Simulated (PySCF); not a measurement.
A side-by-side comparison of computed properties.

First species: C₄H₁₀OSSi₂.
Numbering: `[CH:1]#[C:2][Si@H:3]([OH:4])[S:5][CH2:6][SiH2:7][CH3:8]` (hydrogens: H9 on C1; H10 on Si3; H11 on O4; H12, H13 on C6; H14, H15 on Si7; H16, H17, H18 on C8)

Cartesian coordinates in Å at the GFN2-xTB level; atoms count from 1:
```xyz
18
C4H10OSSi2 angstrom
C      3.073    1.690    0.018
C      2.802    0.518    0.045
Si     2.255   -1.253    0.099
O      3.067   -2.192   -0.940
S      0.169   -1.266   -0.433
C     -0.465   -0.117    0.840
Si    -2.358    0.058    0.678
C     -2.762    0.886   -0.977
H      3.339    2.707   -0.008
H      2.477   -1.850    1.404
H      2.820   -2.259   -1.859
H      0.051    0.832    0.704
H     -0.186   -0.519    1.811
H     -2.800    0.881    1.814
H     -2.956   -1.278    0.754
H     -3.835    0.931   -1.141
H     -2.321    0.333   -1.802
H     -2.380    1.903   -1.019
```

Second species: C₆H₁₄SSi.
SMILES with atom numbers: `[CH2:1]=[CH:2][SiH2:3][C@H:4]([CH3:5])[S:6][CH2:7][CH3:8]` (hydrogens: H9, H10 on C1; H11 on C2; H12, H13 on Si3; H14 on C4; H15, H16, H17 on C5; H18, H19 on C7; H20, H21, H22 on C8)

Geometry (GFN2-xTB, Å), atoms numbered from 1 in this order:
```xyz
22
C6H14SSi angstrom
C     -3.167   -0.487    1.714
C     -2.175   -0.873    0.928
Si    -1.838   -0.192   -0.792
C      0.048    0.114   -0.924
C      0.471    0.769   -2.226
S      0.886   -1.507   -0.726
C      2.427   -0.996    0.116
C      2.224   -0.768    1.602
H     -3.867    0.274    1.408
H     -3.329   -0.905    2.696
H     -1.504   -1.644    1.288
H     -2.507    1.100   -0.995
H     -2.232   -1.148   -1.830
H      0.383    0.718   -0.080
H      0.006    1.749   -2.318
H      1.553    0.896   -2.274
H      0.163    0.159   -3.072
H      3.129   -1.811   -0.059
H      2.794   -0.100   -0.384
H      3.162   -0.466    2.065
H      1.877   -1.681    2.079
H      1.487    0.014    1.781
```

Levels: PBE0/pcSseg-1 for dipole moment, HOMO energy, LUMO energy and HOMO–LUMO gap; GFN2-xTB for rotational constant A and rotational constant C. Geometries: GFN2-xTB. All species are isolated and taken at one optimised geometry, non-relativistic unless stated; the electronic structure was computed with PySCF and density fitting.

Dipoles, sizes and rotational constants follow the conformer. The torsions of the flexible species, by atom-mapped SMILES:
- `[CH:1]#[C:2][Si@H:3]([OH:4])[S:5][CH2:6][SiH2:7][CH3:8]`: C2–Si3–S5–C6 -56°, Si3–S5–C6–Si7 -178°, S5–C6–Si7–C8 -65°, H–O4–Si3–C2 -83°
- `[CH2:1]=[CH:2][SiH2:3][C@H:4]([CH3:5])[S:6][CH2:7][CH3:8]`: C1–C2–Si3–C4 136°, C2–Si3–C4–C5 -175°, Si3–C4–S6–C7 -147°, C4–S6–C7–C8 80°

```json
{"property": "dipole moment", "column X": "2.00 D", "column Y": "1.86 D"}
{"property": "HOMO energy", "column X": "-6.94 eV", "column Y": "-6.29 eV"}
{"property": "LUMO energy", "column X": "-0.65 eV", "column Y": "-0.29 eV"}
{"property": "HOMO–LUMO gap", "column X": "6.29 eV", "column Y": "6.00 eV"}
{"property": "rotational constant A", "column X": "1.990 GHz", "column Y": "1.735 GHz"}
{"property": "rotational constant C", "column X": "0.505 GHz", "column Y": "0.675 GHz"}
```

(1) Which column belongs to which species?

(2) How does each property change from the first species to the second?

## Answers

(1) Column X is the first species and column Y the second. The first has 18 atoms and 86 electrons, the second 22 and 80.

(2) dipole moment -0.14 D; HOMO energy +0.65 eV; LUMO energy +0.36 eV; HOMO–LUMO gap -0.29 eV; rotational constant A -0.255 GHz; rotational constant C +0.170 GHz.

On the first: The dipole equals about 6.7 × 10⁻³⁰ C·m (1 D = 3.33564 × 10⁻³⁰ C·m).

On the second: A dipole of 1.86 D is allowed in C1, and pure rotational transitions are dipole-allowed. The dipole equals about 6.2 × 10⁻³⁰ C·m (1 D = 3.33564 × 10⁻³⁰ C·m).
